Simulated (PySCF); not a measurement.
**Ionisation energy of Bi⁺ by level of theory**

Bi⁺ [Xe] 4f14 5d10 6s2 6p2 (3P) → Bi²⁺ [Xe] 4f14 5d10 6s2 6p1 (2P), as a difference of total energies. Calculation: PySCF 2.14, in ANO-RCC-VTZP; the spin-free X2C one-electron Hamiltonian (Gaussian nucleus). Correlated levels: valence and next inner shell: [Kr] 4d10 4f14 frozen. The calculations carry no spin-orbit coupling.

Problem. Order these methods by the ionisation energy they give, lowest first.
A. UHF
B. SCS-MP2 (valence and next inner shell)
C. MP2 (valence and next inner shell)
D. CCSD(T) (valence and next inner shell)

Solution. A (15.355 eV), B (15.757 eV), D (15.857 eV), C (15.890 eV).

Spin-orbit coupling is strong in these open shells (close to jj coupling). The scalar numbers leave it out and a first-order estimate fails, so it can dominate the gap to the real levels.

Errors of the correlated levels include the incompleteness of this basis and the frozen core.

For comparison: 16.703 eV (measured; NIST Atomic Spectra Database, ionization energies).
